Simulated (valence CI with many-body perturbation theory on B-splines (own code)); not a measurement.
**E1 line list for Ho54+**

Computed by valence CI with perturbative core correlation (CI+MBPT): three valence electrons over a frozen Dirac-Fock core [Ne], a basis of 11 s, 11 p, 10 d, 8 f, 5 g, 2 h functions for each j, with the one-electron correlation potential Σ1, the two-electron term Σ2, the three-electron term Σ3, Breit, model QED; selected CI, second order for the rest, scaled by the run's own slope (own B-spline code, finite nucleus).

No measured spectrum was set against this ion. As an estimate, large intervals hold to a few tenths of a per cent, small ones and those within an open d or f shell to about a per cent.

Lines 101 to 150 of 588 in falling wavelength, among levels below 2569.7 eV, chosen from the strongest by gf and those to the six lowest levels. Wavelengths and rates use the calculated energies. Electric multipoles are in the length gauge, E1 and E2 with the static RPA response of the core. Weak lines are less certain than strong ones. Lines between different terms over intervals too small for the method are left out, as are lines whose strength nearly cancels. The highest levels of a list are the least certain.

Levels are named by their leading jj configuration (3d3/2^4 stands for four electrons in 3d with j = 3/2), which in mixed levels can hold well under half, so a name can repeat and another be missing. Letters in brackets count levels of one name in rising energy.

```
λ vac (Å)                          Upper                          Lower   A (s⁻¹)  S (a.u.)
    52.55      (3d3/2^2 3d5/2) J=5/2 [a]          (3p3/2 3d3/2^2) J=5/2  4.82e+10  2.07e-02
    52.52      (3d3/2 3d5/2^2) J=5/2 [a]  (3p3/2 3d3/2 3d5/2) J=5/2 [c]  5.52e+10  2.37e-02
    52.27      (3p3/2 3d5/2^2) J=5/2 [b]          (3p3/2^2 3d5/2) J=3/2  1.34e+11  5.67e-02
    52.18  (3p3/2 3d3/2 3d5/2) J=3/2 [a]      (3p3/2^2 3d3/2) J=3/2 [a]  6.00e+10  1.68e-02
    52.17         (3s 3d3/2 3d5/2) J=1/2     (3s 3p3/2 3d3/2) J=1/2 [b]  1.28e+11  1.80e-02
    52.13  (3p3/2 3d3/2 3d5/2) J=5/2 [b]      (3p3/2^2 3d3/2) J=3/2 [a]  1.20e+11  5.03e-02
    52.12     (3s 3p1/2 3d5/2) J=5/2 [a]         (3s 3p1/2 3p3/2) J=5/2  5.78e+09  2.42e-03
    52.04          (3d3/2 3d5/2^2) J=9/2  (3p3/2 3d3/2 3d5/2) J=7/2 [b]  2.75e+10  1.91e-02
    51.96      (3d3/2 3d5/2^2) J=7/2 [a]  (3p3/2 3d3/2 3d5/2) J=5/2 [b]  9.40e+10  5.21e-02
    51.92  (3p1/2 3p3/2 3d5/2) J=5/2 [a]          (3p1/2 3p3/2^2) J=5/2  4.02e+10  1.67e-02
    51.79     (3s 3p1/2 3d5/2) J=5/2 [b]     (3s 3p1/2 3p3/2) J=3/2 [b]  9.36e+10  3.85e-02
    51.60             (3s 3d5/2^2) J=3/2         (3s 3p3/2 3d5/2) J=1/2  1.17e+11  3.16e-02
    51.54  (3p3/2 3d3/2 3d5/2) J=3/2 [c]      (3p3/2^2 3d3/2) J=3/2 [b]  9.67e+10  2.61e-02
    51.47      (3d3/2 3d5/2^2) J=7/2 [b]  (3p3/2 3d3/2 3d5/2) J=9/2 [b]  6.29e+10  3.39e-02
    51.46             (3s 3d5/2^2) J=9/2     (3s 3p3/2 3d5/2) J=7/2 [a]  1.62e+11  1.09e-01
    51.34                (3d5/2^3) J=5/2      (3p3/2 3d5/2^2) J=5/2 [b]  2.23e+11  8.92e-02
    51.24  (3p1/2 3d3/2 3d5/2) J=5/2 [a]  (3p1/2 3p3/2 3d3/2) J=3/2 [a]  8.04e+10  3.20e-02
    51.22      (3d3/2^2 3d5/2) J=5/2 [a]      (3p3/2 3d3/2^2) J=3/2 [a]  1.02e+11  4.07e-02
    51.21      (3p3/2 3d5/2^2) J=5/2 [a]          (3p3/2^2 3d5/2) J=7/2  4.93e+10  1.96e-02
    51.19      (3p3/2 3d5/2^2) J=7/2 [a]          (3p3/2^2 3d5/2) J=7/2  6.05e+10  3.20e-02
    51.10  (3p3/2 3d3/2 3d5/2) J=5/2 [d]      (3p3/2^2 3d3/2) J=3/2 [b]  1.85e+11  7.33e-02
    51.08          (3d3/2^2 3d5/2) J=9/2          (3p3/2 3d3/2^2) J=7/2  1.89e+11  1.24e-01
    51.04     (3s 3d3/2 3d5/2) J=5/2 [b]     (3s 3p3/2 3d3/2) J=3/2 [b]  9.27e+10  3.65e-02
    51.01          (3d3/2^2 3d5/2) J=7/2          (3p3/2 3d3/2^2) J=7/2  4.77e+10  2.50e-02
    51.00             (3s 3d5/2^2) J=7/2     (3s 3p3/2 3d5/2) J=7/2 [b]  8.23e+10  4.31e-02
    50.96      (3d3/2 3d5/2^2) J=5/2 [b]  (3p3/2 3d3/2 3d5/2) J=5/2 [c]  8.13e+10  3.19e-02
    50.96          (3p1/2 3d5/2^2) J=5/2  (3p1/2 3p3/2 3d5/2) J=7/2 [b]  4.58e+10  1.79e-02
    50.87      (3p3/2 3d5/2^2) J=7/2 [a]          (3p3/2^2 3d5/2) J=9/2  4.82e+10  2.51e-02
    50.82                (3d5/2^3) J=5/2      (3p3/2 3d5/2^2) J=7/2 [b]  1.04e+11  4.04e-02
    50.82      (3d3/2 3d5/2^2) J=7/2 [b]  (3p3/2 3d3/2 3d5/2) J=5/2 [c]  4.62e+10  2.39e-02
    50.78         (3s 3p1/2 3d5/2) J=3/2     (3s 3p1/2 3p3/2) J=3/2 [b]  4.11e+10  1.06e-02
    50.73     (3s 3p3/2 3d5/2) J=5/2 [a]             (3s 3p3/2^2) J=5/2  1.33e+11  5.15e-02
    50.71  (3p1/2 3d3/2 3d5/2) J=5/2 [b]  (3p1/2 3p3/2 3d3/2) J=3/2 [b]  8.73e+10  3.37e-02
    50.69          (3p3/2 3d5/2^2) J=9/2          (3p3/2^2 3d5/2) J=7/2  1.55e+11  9.96e-02
    50.63      (3d3/2 3d5/2^2) J=3/2 [b]  (3p3/2 3d3/2 3d5/2) J=1/2 [b]  1.26e+11  3.23e-02
    50.59          (3d3/2^2 3d5/2) J=7/2          (3p3/2 3d3/2^2) J=5/2  1.51e+11  7.70e-02
    50.57  (3p1/2 3d3/2 3d5/2) J=7/2 [a]  (3p1/2 3p3/2 3d3/2) J=5/2 [a]  9.58e+10  4.89e-02
    50.54                (3d5/2^3) J=9/2          (3p3/2 3d5/2^2) J=9/2  2.11e+11  1.35e-01
    50.44  (3p3/2 3d3/2 3d5/2) J=7/2 [c]          (3p3/2^2 3d3/2) J=5/2  3.05e+11  1.55e-01
    50.42      (3p1/2 3p3/2 3d5/2) J=1/2          (3p1/2 3p3/2^2) J=1/2  2.01e+11  2.55e-02
    50.40                (3d5/2^3) J=3/2          (3p3/2 3d5/2^2) J=1/2  1.49e+11  3.76e-02
    50.39     (3s 3d3/2 3d5/2) J=3/2 [b]     (3s 3p3/2 3d3/2) J=3/2 [b]  9.01e+10  2.28e-02
    50.37          (3p3/2 3d5/2^2) J=9/2          (3p3/2^2 3d5/2) J=9/2  1.92e+11  1.21e-01
    50.34         (3s 3p3/2 3d5/2) J=1/2             (3s 3p3/2^2) J=1/2  2.60e+11  3.27e-02
    50.23      (3d3/2 3d5/2^2) J=5/2 [b]  (3p3/2 3d3/2 3d5/2) J=7/2 [c]  7.45e+10  2.80e-02
    50.18      (3p1/2 3d3/2 3d5/2) J=9/2      (3p1/2 3p3/2 3d3/2) J=7/2  1.26e+11  7.83e-02
    50.17     (3s 3d3/2 3d5/2) J=7/2 [a]     (3s 3p3/2 3d3/2) J=5/2 [a]  1.54e+11  7.68e-02
    50.14      (3d3/2^2 3d5/2) J=5/2 [b]      (3p3/2 3d3/2^2) J=3/2 [b]  1.86e+11  6.94e-02
    50.13  (3p3/2 3d3/2 3d5/2) J=9/2 [b]          (3p3/2^2 3d3/2) J=7/2  3.84e+11  2.39e-01
    50.13          (3d3/2^2 3d5/2) J=1/2          (3p3/2 3d3/2^2) J=1/2  1.49e+11  1.86e-02
```
